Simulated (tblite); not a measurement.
Compound: C7H12S.
Geometry (GFN2-xTB, Å), atoms numbered from 1 in this order:
```
atom  x, y, z in Å
S1     2.0318   -1.4975    0.9403
C2     0.7301   -0.5590    0.0685
C3    -0.4223   -1.4867   -0.3013
C4    -1.6523   -0.5785   -0.2921
C5    -1.3917    0.3782    0.8737
C6     0.1067    0.6496    0.8055
C7     0.5682    1.5657   -0.3438
C8     1.2237    0.3699   -1.0524
H9     2.8034   -0.4434    1.1995
H10   -0.2599   -1.9746   -1.2621
H11   -0.5200   -2.2592    0.4639
H12   -1.7110   -0.0219   -1.2281
H13   -2.5768   -1.1399   -0.1698
H14   -1.9778    1.2943    0.8033
H15   -1.6324   -0.1143    1.8173
H16    0.5319    0.8953    1.7777
H17   -0.2504    2.0208   -0.8969
H18    1.2647    2.3457   -0.0428
H19    2.3076    0.4336   -1.1280
H20    0.8212    0.1326   -2.0357
```

Computed values, GFN2-xTB/tblite, gas phase, harmonic and unscaled. Errors from tens to a few hundred cm⁻¹ against measured bands are possible. Modes of hydrogen on sulfur can be 10 to 20 % off. One conformer, not necessarily the lowest.

Harmonic wavenumbers (cm⁻¹): 98.8, 196.3, 204.9, 214.8, 272.4, 347.3, 390.8, 452.4, 582.0, 593.7, 787.2, 808.2, 821.5, 850.5, 867.0, 911.8, 946.3, 972.1, 997.7, 1013.0, 1038.7, 1050.4, 1066.5, 1109.2, 1151.4, 1160.7, 1169.9, 1185.2, 1200.9, 1207.1, 1236.8, 1252.1, 1256.9, 1289.8, 1305.8, 1313.6, 1321.4, 1468.3, 1480.1, 1481.1, 1483.5, 1501.7, 2429.7, 2977.3, 2980.3, 2986.1, 2995.0, 2996.2, 3000.2, 3002.5, 3009.8, 3014.6, 3017.3, 3017.9.

A = 2575, B = 1558, C = 1291 MHz; mass 128.066 u (most abundant isotopes); point group C1, symmetry number 1.

Question: Zero-point energy?

Answer: Half the sum of the wavenumbers: 37743 cm⁻¹ = 107.91 kcal/mol.

Question: Give the ideal-gas entropy at 500 K and 1 bar in the rigid-rotor, harmonic-oscillator model (classical rotation).

Answer: Translation 43.05, rotation 30.06, vibration 35.75: S = 108.9 cal/(mol K).

Question: And Cp and H(500 K) − H(0)?

Answer: Cp = 54.57 cal/(mol K), of which vibrations give 46.62 (their classical limit is 54 R = 107.3); H(500 K) − H(0) = 14.44 kcal/mol without the zero-point energy, 10.46 from vibrations.

Question: How do the functions run with temperature in this model?

Answer: 
| T (K) | S (cal/(mol K)) | Cp (cal/(mol K)) | H − H(0) (kcal/mol) | G − H(0) (kcal/mol) | ln q(vib) |
| --- | --- | --- | --- | --- | --- |
| 150 | 69.9 | 18.2 | 1.82 | -8.67 | 1.10 |
| 250 | 81.2 | 27.5 | 4.08 | -16.23 | 2.66 |
| 298.15 | 86.5 | 32.8 | 5.53 | -20.27 | 3.49 |
| 400 | 97.8 | 44.5 | 9.47 | -29.66 | 5.41 |
| 600 | 119.6 | 62.9 | 20.32 | -51.42 | 9.61 |
| 900 | 148.7 | 80.4 | 42.05 | -91.78 | 16.18 |

q(vib) and H(0) count from the zero-point level.

Question: What must be added to the electronic energy to get the Gibbs energy at 500 K and 1 bar?

Answer: ZPE + [H(500 K) − H(0)] − T·S = 107.91 + 14.44 − 54.43 = 67.92 kcal/mol.

Hindered rotation and anharmonicity are outside this model. Other conformers, if any are populated, would add a mixing term that is left out. The structure is chiral; the term R ln 2 for an equal mix with its mirror image is left out.

On one thread, Arm Neoverse N1 (aarch64), no GPU, shared host, this took 1.2 s. The figure is for the frequency step alone.
